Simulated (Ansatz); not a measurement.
`[AlH2][B]([SiH3])[SiH3]` and `[SiH3]B[SiH3]` differ in one atom or group.

Ansatz, PBE0-D4/def2-TZVP geometries, multiplicity 1. 

| property | `[AlH2][B]([SiH3])[SiH3]` |
| --- | --- |
| HOMO energy (B3LYP/def2-TZVPP) / eV | -7.16 |
| HOMO–LUMO gap (PBE0/def2-TZVPP) / eV | 4.25 |
| HOMO–LUMO gap (ωB97M-V/def2-TZVPP) / eV | 8.28 |
| HOMO energy (PBE0/def2-TZVPP) / eV | -7.34 |
| HOMO–LUMO gap (PBE/def2-TZVPP) / eV | 2.25 |
| LUMO energy (PBE0/def2-TZVPP) / eV | -3.09 |

Problem. What does the change do to each property? (Best estimate.)

Solution. Ansatz gave: 
```csv
property,`[SiH3]B[SiH3]`,shift
HOMO energy (B3LYP/def2-TZVPP) / eV,-7.82,-0.66
HOMO–LUMO gap (PBE0/def2-TZVPP) / eV,5.13,0.88
HOMO–LUMO gap (ωB97M-V/def2-TZVPP) / eV,9.20,0.92
HOMO energy (PBE0/def2-TZVPP) / eV,-8.01,-0.67
HOMO–LUMO gap (PBE/def2-TZVPP) / eV,3.03,0.78
LUMO energy (PBE0/def2-TZVPP) / eV,-2.88,0.21
```

With PBE0 the HOMO falls by 0.67 eV and the LUMO rises by 0.21 eV, so the gap widens by about 0.88 eV. PBE moves the HOMO by -0.63 eV and ωB97M-V by -0.70 eV.

B3LYP here is the variant with VWN-RPA as its local correlation; programs differ in this.
